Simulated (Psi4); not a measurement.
Input for Psi4:
```
memory 2 GB

molecule mol {
0 1
  I    -0.937377    2.256308   -0.767222
  Ge   -0.000000   -0.000000    0.000000
  I    -1.748439   -1.829210   -0.393937
  I     0.567732    0.115212    2.494522
  I     2.118083   -0.542311   -1.333362
}

set basis sto-3g
set reference rks
set scf_type pk
set puream true
set d_convergence 1e-8
set dft_radial_points 99
set dft_spherical_points 590

energy('pbe')
print_variables()
```

Task: What is the computed total energy (PBE/STO-3G run with Psi4 1.11)?

Result: -29461.664504 Ha

Task: Predict the nuclear repulsion energy from PBE/STO-3G.

Result: 3534.5075 Eh

Task: Give the dipole moment at the level PBE/STO-3G.

Result: 0.00 D

Task: Give the number of basis functions at the level PBE/STO-3G.

Result: 126
